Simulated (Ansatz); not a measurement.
Gas-phase electronic energies from Ansatz, PBE0-D4/def2-TZVP geometries. CCSD(T)/CBS is the MP2 limit (def2-TZVPP, def2-QZVPP) plus CCSD(T) − MP2 in def2-TZVPP, frozen cores. Functionals use def2-TZVPP. For Ge outer-core shells are correlated without core-valence functions, which leaves a few kJ/mol of doubt a bond. Scalar relativity is left out up to krypton. One conformer a species, not always the lowest.

`Cl[SiH2][CH2][GeH3]` → `[CH3][GeH2][SiH2]Cl`  (isomerisation)

```csv
level,ΔE (kJ/mol)
PBE-D4,-14.2
ωB97M-V,-1.8
HF/def2-TZVPP,0.5
CCSD(T)/def2-TZVPP,-2.7
```

(1) What does CCSD(T)/CBS give? (Estimate.)

Largest T1 diagnostic among the species: 0.010.

Results:

(1) Computed: -3.0 kJ/mol. The listed levels differ from it by -11.2, 1.2, 3.5, 0.3 kJ/mol.

From PBE to PBE0 (25 % exact exchange), in def2-TZVPP and without D4, ΔE moves by +3.8 kJ/mol.

CCSD(T)/CBS has its own doubt, a few kJ/mol and more with outer-core shells, so smaller differences from it don't rank the levels.
